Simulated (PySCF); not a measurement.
# How the method changes the shape and vibrations of BCH4N

All numbers below are calculated, not measured. They come from PySCF 2.14.0, an open-source quantum chemistry program, on an isolated molecule that a program drew, which may never have been made. The molecule is BCH4N (charge 0, singlet), drawn as the SMILES string `B=NC`.

The geometry was optimised and harmonic frequencies were computed with HF and MP2, all in the cc-pVDZ basis, for the commonest isotopes, with a restricted reference for singlets and an unrestricted one otherwise, and a frozen core in MP2. Each result is a local minimum of its method.

Geometry at the HF minimum:
```xyz
7
BCH4N, angstrom
B    -0.0583   -2.2974    0.8141
N     0.6965   -1.5873    1.4671
C     1.5662   -0.7684    2.2197
H    -0.7812   -2.9770    0.1892
H     2.5581   -1.2186    2.2952
H     1.6765    0.2138    1.7555
H     1.1849   -0.6214    3.2323
```

Lengths of the bonds as drawn, in Å (atoms numbered as above):
```
 bond     HF    MP2
B1-N2  1.225  1.256
N2-C3  1.412  1.419
B1-H4  1.173  1.180
C3-H5  1.092  1.103
C3-H6  1.092  1.103
C3-H7  1.092  1.103
```

Rotational constants, in GHz:
| constant | HF | MP2 |
|---|---|---|
| A | 160.7 | 157.3 |
| B | 8.929 | 8.699 |
| C | 8.929 | 8.699 |

Harmonic frequencies in cm^-1, each column in rising order, so a row needn't be the same motion in every method:
| rank | HF | MP2 |
|---|---|---|
| 1 | 277 | 249 |
| 2 | 277 | 249 |
| 3 | 803 | 676 |
| 4 | 803 | 676 |
| 5 | 1037 | 989 |
| 6 | 1239 | 1150 |
| 7 | 1239 | 1150 |
| 8 | 1571 | 1460 |
| 9 | 1595 | 1497 |
| 10 | 1595 | 1497 |
| 11 | 2122 | 1948 |
| 12 | 2990 | ? |
| 13 | 3173 | 3076 |
| 14 | 3242 | 3171 |
| 15 | 3242 | 3171 |

**Estimate the missing MP2 frequency from the HF column.**

A single factor s that minimises the squared misfit of MP2 against s times HF over the other rows is sum(HF x MP2) / sum(HF^2) = 0.9566, with an rms misfit of 54 cm^-1. For rank 12 it gives 0.9566 x 2990 = 2860 cm^-1. The calculation gives 2911 cm^-1, 51 cm^-1 above the estimate. The drawn bonds are on average 1.1 % longer in MP2 than in HF.
